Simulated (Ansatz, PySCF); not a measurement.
Gas-phase reaction in SMILES: CS(C)=O [methylsulfinylmethane] + 3 [H][H] (H2) → 2 C (CH4) + O (H2O) + S (H2S)
Structures are relaxed separately at B3LYP-D3(BJ)/def2-TZVP in Ansatz (a program for electronic structure).
Geometry of the first species:
```
S
O 1 1.4886
C 1 1.8169 2 106.63
H 3 1.0885 1 106.64 2 -67.13
H 3 1.0900 4 109.97 1 -118.01
H 3 1.0903 4 109.95 5 -122.84
C 1 1.8169 2 106.63 3 102.02
H 7 1.0885 1 106.64 2 67.13
H 7 1.0900 8 109.97 1 118.01
H 7 1.0903 8 109.95 9 122.84
```

Property: energy of full hydrogenation (0 K, with B3LYP-D3(BJ) harmonic zero-point energies from PySCF), in kcal/mol. Cores are frozen in the correlated levels unless marked. No spin-orbit coupling. No relativistic terms. Basis-set limits of correlation are two-point, X^-3; Hartree-Fock from the larger set. [CCSD(T)-MP2]/basis is that difference in the basis named.

RI-MP2/CBS(cc-pV(T+d)Z,cc-pV(Q+d)Z)+[CCSD(T)-MP2]/cc-pV(T+d)Z (Ansatz) gives -62.5 kcal/mol.

Question: Another calculation gave -64.4 kcal/mol. Which level was it?
A. revPBE/def2-TZVPD (Ansatz)
B. B2GP-PLYP/def2-TZVPD (Ansatz)
C. SVWN5/def2-TZVPD (Ansatz)
D. B3LYP/def2-TZVPD (Ansatz)

Answer: D, B3LYP/def2-TZVPD (Ansatz). The others give -58.4 (revPBE), -61.7 (B2GP-PLYP), -54.3 (SVWN5) kcal/mol.
